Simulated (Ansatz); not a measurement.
Mulliken charges of CH3F3O2W, SMILES `C[O][W](=[O])([F])([F])[F]` from ωB97M-V/def2-TZVPP in Ansatz (PBE0-D4/def2-TZVP geometry).

```json
{"atom": "C1", "x (Å)": "0.535", "y (Å)": "-1.648", "z (Å)": "-0.266", "charge (e)": "-0.172"}
{"atom": "O2", "x (Å)": "-0.367", "y (Å)": "-0.575", "z (Å)": "-0.223", "charge (e)": "-0.336"}
{"atom": "W3", "x (Å)": "-0.511", "y (Å)": "1.216", "z (Å)": "0.176", "charge (e)": "1.325"}
{"atom": "O4", "x (Å)": "-2.115", "y (Å)": "1.385", "z (Å)": "0.642", "charge (e)": "-0.328"}
{"atom": "F5", "x (Å)": "-0.455", "y (Å)": "1.629", "z (Å)": "-1.639", "charge (e)": "-0.297"}
{"atom": "F6", "x (Å)": "0.236", "y (Å)": "2.903", "z (Å)": "0.413", "charge (e)": "-0.290"}
{"atom": "F7", "x (Å)": "0.462", "y (Å)": "0.822", "z (Å)": "1.726", "charge (e)": "-0.314"}
{"atom": "H8", "x (Å)": "-0.031", "y (Å)": "-2.580", "z (Å)": "-0.261", "charge (e)": "0.138"}
{"atom": "H9", "x (Å)": "1.188", "y (Å)": "-1.610", "z (Å)": "0.611", "charge (e)": "0.138"}
{"atom": "H10", "x (Å)": "1.139", "y (Å)": "-1.594", "z (Å)": "-1.176", "charge (e)": "0.136"}
```

Problem. By hand: the dipole of these point charges (1 e Å = 4.8032 D).

Solution. Σ q r = (0.284, -0.745, -0.143) e Å, of length 0.810 e Å = 3.89 D.

Problem. How does the dipole of the full density compare? (Estimate.)

Solution. Computed: (0.357, -0.718, -0.173) e Å, 3.94 D; the point charges give 0.99 times that, at 6° from its direction.

Point charges leave out the atoms' own dipoles, such as those of lone pairs, and Mulliken's split depends on the basis, so the close match here is no proof of good charges.
